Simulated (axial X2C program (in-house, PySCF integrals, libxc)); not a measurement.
# Ionising NaTl

Calculated with an in-house all-electron X2C program for linear molecules (integrals from PySCF), spin-free (one-electron X2C) or two-component (2c: spin–orbit coupling with atomic mean-field Coulomb and Gaunt terms, which also bring small scalar terms), in Dyall basis sets with cores contracted in-house; open shells are unrestricted.

Basis sets: Na dyall-cv3z, Tl dyall-cv3z. Frozen shells (counts by l): NaTl Tl 5s4p2d1f, Na 2s1p, 14 electrons correlated; NaTl⁺ Tl 5s4p2d1f, Na 2s1p, 13 electrons correlated. Where the outer core of a metal is frozen, bonds come out longer and ionisation energies lower.

| Hamiltonian | level | NaTl state | Re (Å) | ωe (cm⁻¹) | De (eV) |
| --- | --- | --- | --- | --- | --- |
| spin-free | HF | M_S = 0, Λ = 0 | 3.336 | 134.7 | -0.07 |
| spin-free | MP2 | M_S = 0, Λ = 0 | 3.261 | 139.1 | 0.56 |
| 2c | HF | Ω = 0 | 3.183 | 136.4 | -0.34 |
| 2c | PBE0 | Ω = 0 | 3.157 | 133.9 | 0.52 |
| 2c | MP2 | Ω = 0 | 3.150 | 136.8 | 0.34 |

Adiabatic ionisation energy (minimum to minimum, no zero-point term) and constants of NaTl⁺:

| Hamiltonian | level | NaTl⁺ state | IE (eV) | Re (Å) | ωe (cm⁻¹) | De (eV) | fragments |
| --- | --- | --- | --- | --- | --- | --- | --- |
| spin-free | HF | M_S = 1/2, Λ = 0 | 3.88 | 3.677 | 90.6 | 1.01 | Tl + Na+ |
| spin-free | MP2 | M_S = 1/2, Λ = 0 | 4.58 | 3.640 | 92.0 | 0.94 | Tl + Na+ |
| 2c | HF | Ω = 1/2 | 4.07 | 3.539 | 91.4 | 0.55 | Tl + Na+ |
| 2c | PBE0 | Ω = 1/2 | 5.09 | 3.524 | 86.0 | 0.73 | Tl + Na+ |
| 2c | MP2 | Ω = 1/2 | 4.80 | 3.550 | 87.6 | 0.50 | Tl + Na+ |

(1) Add the zero-point terms to the ionisation energy at MP2, 2c, and say whether the electron removed was bonding.

(2) Close the cycle De(NaTl⁺) + IE(NaTl) = De(NaTl) + IE(Na) to find the atomic ionisation energy at MP2, 2c.

Each entry is the lowest single determinant of a limited PBE0 search at one distance. De goes to single-determinant-based atoms at the same level (for ions the charge split of lowest energy) and is withheld (n/a) where an atom does not fit its ground term or J level. Main or longest-lived isotopes. One determinant is a doubtful description, or other states lie close, for NaTl; these need not be ground states, and all values refer to the states named. The functionals have no current term, which raises determinants with orbital currents.

Results:

(1) IE0 = IE + (ωe⁺ − ωe)/2 = 4.80 + (-0.003) = 4.80 eV. Re changes by 0.400 Å, so the bond lengthens, as on loss of a bonding electron.

(2) IE(Na) = 0.50 + 4.80 − 0.34 = 4.96 eV, for the determinants used.
